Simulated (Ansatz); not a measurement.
Cu(I) cation (CuI), SMILES [Cu][I] (connectivity only; charge and spin as stated), charge +1, multiplicity 2.

The structure is a stationary point at B3LYP-D3(BJ)/def2-TZVP. The multiplicity is an assumed one; other spin states were not compared. The def2 effective core potentials stand for the cores of I; spin–orbit coupling is left out.

Two levels are set side by side: PBE/def2-TZVPD (Ansatz, a quantum-chemistry and plane-wave program) and PBE0/def2-TZVPD (Ansatz). Energy differences of separate SCF runs at the same geometry; the states with an electron removed or added have multiplicity 3 and 1. Differences are taken from unrounded values.

| quantity | PBE0 |
|---|---|
| vertical ionisation energy (eV) | 15.94 |
| vertical electron affinity (eV) | 8.99 |

Task: What does PBE give, and how far is it from PBE0? (Estimate from the structure and the level; the computed values follow.)

Result: 
| quantity | PBE | PBE minus PBE0 |
|---|---|---|
| vertical ionisation energy (eV) | 15.78 | -0.16 |
| vertical electron affinity (eV) | 8.95 | -0.04 |

On these quantities the two levels nearly agree.
